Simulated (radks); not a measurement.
Charge is removed step by step from the 5p level of the rhenium ion Re+, starting from [Xe] 4f14 5d5 6s1. Calculated with a radial shooting solver on a logarithmic mesh with Libxc functionals: scalar-relativistic Kohn-Sham, PBE, spin-unpolarised, spherical densities, finite nucleus; Fermi nuclear charge, rms radius 5.3698 fm.

\begin{tabular}{lrrr}
removed (e) & E - E(0) (eV) & eigenvalue (eV) & E minus straight line (eV) \\ \hline
0 & 0.000 & -54.815 & 0.000 \\
0.25 & 14.095 & -58.074 & -1.271 \\
0.5 & 29.019 & -61.451 & -1.713 \\
0.75 & 44.800 & -64.934 & -1.298 \\
1 & 61.463 & -68.510 & 0.000 \\
\end{tabular}

Removing the whole electron costs 61.463 eV by Delta-SCF, against 54.815 eV from minus the eigenvalue at the starting occupation. Slater's transition state (half an electron removed) gives 61.451 eV. Integrating minus the eigenvalue over the occupation (Janak's theorem) gives 61.522 eV. In this scalar-relativistic scheme the density is built from large components alone, so the theorem holds only approximately. The mean slope of the eigenvalue, de/dn, is 13.7 eV per electron.
